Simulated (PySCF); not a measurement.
Geometries of 5 isomers of C6H9F, from PBE0-D3(BJ)/def2-SVP geometry optimisation, gas phase (PySCF). One conformer each, no zero-point energy, no frequencies.

Problem. Which isomer lies lowest at this level?
A.
```xyz
16
angstrom
C     -1.701    1.144    0.036
C     -0.786    0.200   -0.165
C     -0.830   -1.308   -0.290
C      0.707   -1.308   -0.479
C      0.723    0.234   -0.329
C      1.468    0.781    0.864
F      2.821    0.604    0.704
H     -2.760    0.894    0.147
H     -1.427    2.202    0.089
H     -1.194   -1.831    0.609
H     -1.410   -1.680   -1.151
H      1.273   -1.840    0.300
H      1.050   -1.671   -1.458
H      1.062    0.767   -1.234
H      1.263    1.858    0.989
H      1.153    0.261    1.786
```
B.
```xyz
16
angstrom
F     -1.062   -2.034   -0.165
C     -0.589   -0.771   -0.021
C      0.911   -0.596   -0.248
C      0.993    0.930    0.010
C     -0.488    1.205    0.318
C     -0.847    0.034    1.261
C     -1.203    0.405   -0.795
H      1.202   -0.888   -1.268
H      1.500   -1.196    0.462
H      1.648    1.186    0.856
H      1.343    1.491   -0.869
H     -0.777    2.237    0.554
H     -0.206   -0.154    2.137
H     -1.909    0.027    1.546
H     -0.896    0.563   -1.841
H     -2.298    0.432   -0.701
```
C.
```xyz
16
angstrom
C      1.885    0.408   -0.559
C      0.913   -0.576    0.036
C     -0.184   -1.156   -0.828
F     -0.263   -0.738   -2.120
C     -0.514   -0.196    0.230
C     -1.502   -0.032    1.317
C     -1.282    1.064    0.296
H      2.760   -0.107   -0.986
H      1.410    0.986   -1.363
H      2.250    1.114    0.203
H      1.334   -1.272    0.772
H     -0.452   -2.214   -0.730
H     -2.434   -0.603    1.266
H     -1.121    0.131    2.330
H     -0.762    1.972    0.618
H     -2.057    1.226   -0.459
```
D.
```xyz
16
angstrom
C     -1.727   -1.666   -0.132
C     -0.528   -1.112    0.108
C     -0.162    0.283   -0.122
C      1.066    0.785    0.117
C      2.266    0.071    0.636
C     -1.240    1.186   -0.655
F     -0.802    2.471   -0.829
H     -2.569   -1.100   -0.540
H     -1.907   -2.723    0.075
H      0.257   -1.754    0.517
H      1.202    1.849   -0.101
H      3.082    0.100   -0.106
H      2.654    0.574    1.537
H      2.081   -0.981    0.890
H     -2.099    1.200    0.040
H     -1.606    0.808   -1.628
```
E.
```xyz
16
angstrom
C     -1.736   -0.974   -1.442
C     -0.831   -0.507   -0.562
C     -0.874   -0.928    0.879
C      0.199    0.421   -1.038
C      1.198    1.032   -0.378
C      1.590    0.984    1.066
F      2.816    1.583    1.221
H     -2.526   -1.663   -1.133
H     -1.710   -0.679   -2.494
H     -0.925   -0.060    1.555
H     -1.750   -1.559    1.077
H      0.023   -1.506    1.154
H      0.125    0.651   -2.106
H      1.841    1.710   -0.952
H      1.662   -0.046    1.450
H      0.864    1.528    1.698
```

Solution. B. That is `[C@]12(F)C[C@H](C1)CC2`, 16.2 kcal/mol below the next.

```csv
SMILES,atoms numbered as above,E (Eh),relative (kcal/mol),relative (kJ/mol),dipole (D)
F[C@]12CC[C@H](C1)C2,[F:1][C@:2]12[CH2:3][CH2:4][C@H:5]([CH2:6]1)[CH2:7]2,-333.26300,0.0,0.0,1.69
C=C/C(=C\C)CF,[CH2:1]=[CH:2]/[C:3](=[CH:4]\[CH3:5])[CH2:6][F:7],-333.23713,16.2,67.9,1.36
C=C1CC[C@@H]1CF,[CH2:1]=[C:2]1[CH2:3][CH2:4][C@@H:5]1[CH2:6][F:7],-333.23169,19.6,82.2,1.50
C=C(C)/C=C\CF,[CH2:1]=[C:2]([CH3:3])/[CH:4]=[CH:5]\[CH2:6][F:7],-333.23155,19.7,82.6,1.72
C[C@@H]1[C@H](F)C12CC2,[CH3:1][C@@H:2]1[C@H:3]([F:4])[C:5]12[CH2:6][CH2:7]2,-333.21946,27.3,114.3,1.50
```

As drawn, the lowest has a four-membered ring, which the highest lacks; the highest has a three-membered ring and a quaternary carbon, which the lowest lacks.
